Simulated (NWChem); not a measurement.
# SiH₂F₂; SMILES F[SiH2]F

```xyz
5

Si     0.0000     0.0000     0.4328
F      1.3151     0.0000    -0.5245
F     -1.3151     0.0000    -0.5245
H      0.0000     1.2578     1.2382
H      0.0000    -1.2578     1.2382
```
Atoms are numbered in this order, from 1.

All runs: NWChem. Pople sets run with spherical d functions. Structure relaxed at the PBE-D3(BJ)/def2-SVP level. B3LYP is NWChem's, with the RPA form of VWN correlation. Atomic charges in e: unrestrained fits to the electrostatic potential beside Mulliken populations; buried atoms are poorly determined by the fit.

For level B3LYP/def2-SVP:

```
Item          Result
------------  ------
ESP Si1         0.91
Mulliken Si1    0.91
Mulliken F2    -0.34
Mulliken F3    -0.34
```

Question: What are these values for level Hartree-Fock/6-31G*?

Answer: 
| Quantity | Result |
|---|---|
| ESP Si1 | 1.03 |
| Mulliken Si1 | 1.39 |
| Mulliken F2 | -0.54 |
| Mulliken F3 | -0.54 |
